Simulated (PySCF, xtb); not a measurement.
trisilylamine (H₉NSi₃), SMILES [SiH3]N([SiH3])[SiH3].

GFN2-xTB in xtb at its own geometry gives an orbital gap of 4.52 eV and a dipole moment of 0.44 D.

Geometry: TPSSh-D3(BJ)/def2-SVP.

What does HF/def2-TZVP run with PySCF give? (Estimate from the structure and the level; the computed values follow.)

gap 13.52 eV (levels -10.77 and 2.74 eV), dipole 0.00 D.
